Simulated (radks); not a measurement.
Values are calculated unless marked as measured or tabulated.
How relativity changes the ionisation of neutral fluorine ([He] 2s2 2p5) to F+ ([He] 2s2 2p4). Spin-unpolarised spherical Kohn-Sham, PBE, point nucleus unless stated (finite: rms radius 2.8976 fm), a radial shooting solver on a logarithmic mesh with Libxc functionals. A level marked "c x" has the speed of light scaled by that factor and shares open shells by 2j + 1; other Dirac levels either fill j = l - 1/2 first or share by 2j + 1.

| level | E(F) (hartree) | E(F+) (hartree) | IE (eV) | HOMO | <r> HOMO (bohr) |
|---|---|---|---|---|---|
| non-rel. | -99.65070 | -98.93771 | 19.401 | 2p | 1.105 |
| scalar-rel. | -99.74438 | -99.03181 | 19.390 | 2p | 1.105 |
| scalar-rel., finite nucleus | -99.74435 | -99.03178 | 19.390 | 2p | 1.105 |
| Dirac, 2j+1 shares | -99.74439 | -99.03182 | 19.390 | 2p3/2 | 1.106 |
| Dirac, low j first | -99.74517 | -99.03364 | 19.362 | 2p3/2 | 1.106 |
| Dirac, 2j+1 shares, finite nucleus | -99.74436 | -99.03179 | 19.390 | 2p3/2 | 1.106 |
| Dirac, c x 0.75 | -99.81754 | -99.10529 | 19.381 | 2p3/2 | 1.107 |
| Dirac, c x 1.25 | -99.71061 | -98.99789 | 19.394 | 2p3/2 | 1.106 |
| Dirac, c x 10 | -99.65164 | -98.93865 | 19.401 | 2p3/2 | 1.105 |

NIST Atomic Spectra Database: 17.423 eV (measured). The relativistic part of the total energy of F is -0.09366 hartree (Dirac, 2j+1 shares, finite nucleus), 0.094 % of the non-relativistic value. Spin polarisation and multiplet splitting of open shells are left out at every level.

Beside tabulated values, note that spin-unpolarised runs miss the spin-polarisation part of the exchange energy of open shells.
